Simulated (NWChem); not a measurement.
System meant: SiH$_{2}$O$_{2}$F$_{2}$; SMILES O[Si](O)(F)F

Here is an NWChem input.

```
start job
memory heap 200 mb stack 900 mb global 1100 mb
geometry units angstroms noautoz
  O     -0.077617    -1.314833     0.964336
  Si     0.000003     0.000002     0.012965
  O      0.077623     1.314832     0.964333
  F     -1.272428     0.030575    -0.970173
  F      1.272433    -0.030583    -0.970176
  H     -0.520045    -2.093270     0.615146
  H      0.520038     2.093277     0.615146
end
basis spherical
  * library def2-svp
end
dft
  odft
  mult 2
  xc pbe0
  iterations 150
  mulliken
end
task dft energy
```

End of the output:

```
                                 NWChem DFT Module
                                 -----------------

 Summary of "ao basis" -> "ao basis" (spherical)
 ------------------------------------------------------------------------------
       Tag                 Description            Shells   Functions and Types
 ---------------- ------------------------------  ------  ---------------------
 O                          def2-svp                 6       14   3s2p1d
 Si                         def2-svp                 8       18   4s3p1d
 F                          def2-svp                 6       14   3s2p1d
 H                          def2-svp                 3        5   2s1p

 Summary of "ao basis" -> "ao basis" (spherical)
 ------------------------------------------------------------------------------
       Tag                 Description            Shells   Functions and Types
 ---------------- ------------------------------  ------  ---------------------
 O                          def2-svp                 6       14   3s2p1d
 Si                         def2-svp                 8       18   4s3p1d
 F                          def2-svp                 6       14   3s2p1d
 H                          def2-svp                 3        5   2s1p

      Symmetry analysis of basis
      --------------------------

        a          43
        b          41

  number of electrons :                   50
  multiplicity        :                    2
 ------------------------------------------------------------------------
  no. of electrons and multiplicity not compatible                  50
 ------------------------------------------------------------------------
 ------------------------------------------------------------------------
  current input line :
    22: task dft energy
 ------------------------------------------------------------------------
 ------------------------------------------------------------------------
 There is an error in the input file
 ------------------------------------------------------------------------
 For more information see the NWChem manual at https://nwchemgit.github.io

0: no. of electrons and multiplicity not compatible:Received an Error in Communication
```

Problem. Can this run be used? If not, why, and what is the fix?

Solution. The program refused the input. Cause: the multiplicity doesn't fit the number of electrons (an even count wants an odd multiplicity, and the reverse). This input runs:
```
start job
memory heap 200 mb stack 900 mb global 1100 mb
geometry units angstroms noautoz
  O     -0.077617    -1.314833     0.964336
  Si     0.000003     0.000002     0.012965
  O      0.077623     1.314832     0.964333
  F     -1.272428     0.030575    -0.970173
  F      1.272433    -0.030583    -0.970176
  H     -0.520045    -2.093270     0.615146
  H      0.520038     2.093277     0.615146
end
basis spherical
  * library def2-svp
end
dft
  xc pbe0
  iterations 150
  mulliken
end
task dft energy
```
It converges to -640.21575 Ha (PBE0/def2-SVP).
